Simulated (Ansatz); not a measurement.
Harmonic frequencies (cm⁻¹) at PBE0-D4/def2-TZVP from Ansatz: 108, 189, 218, 261, 368, 402, 478, 573, 764, 883, 943, 962, 999, 1096, 1113, 1168, 1222, 1225, 1294, 1361, 1376, 1410, 1412, 1477, 1490, 2573, 2654, 2973, 3046, 3053, 3069, 3131, 3143.

Each molecule was computed in one conformer, which needn't be the lowest.

Problem. Which molecule is it?
A. `CCBCF`
B. `CCB(C)F`
C. `BCC(C)F`
D. `BC(C)(C)F`

Solution. C.
